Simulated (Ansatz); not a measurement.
`C#CBN` + `[SnH4]` → `N[BH][SnH3]` + `C#C`  (formal exchange of groups at a B–C bond)

Calculated with Ansatz (gas phase, PBE0-D4/def2-TZVP geometries, no zero-point term in ΔE). CBS: MP2 limit from def2 TZ/QZ plus the TZ coupled-cluster correction, frozen cores. This one scheme is used for every species. Functionals use def2-TZVPP. def2 core potentials past Kr. For Sn outer-core shells are correlated without core-valence functions, which leaves a few kJ/mol of doubt a bond. Each species was taken in one conformer, which may not be the lowest.

```
 level  ΔE (kJ/mol)
   PBE         58.6
r2SCAN         63.0
```

(1) What does CCSD(T)/CBS give? (An estimate is asked.)

Largest T1 diagnostic among the species: 0.014.

Results:

(1) Ansatz gave: +49.3 kJ/mol. The listed levels differ from it by 9.3, 13.7 kJ/mol.

Leaving LDA and LC-ωPBE aside and taking each functional with its dispersion term where it has one, the values, not all of them listed here, spread over 17.4 kJ/mol, from ωB97X-V to B97M-V. LDA lies +3.2 kJ/mol from PBE without D4. In def2-TZVPP, CCSD(T) changes the Hartree–Fock value by −14.8 kJ/mol (the triples alone add −0.7 kJ/mol) and MP2 by −14.2 kJ/mol. At CCSD(T), def2-SVP lies +12.1 kJ/mol from the extrapolated value and def2-TZVPP +5.1 kJ/mol.
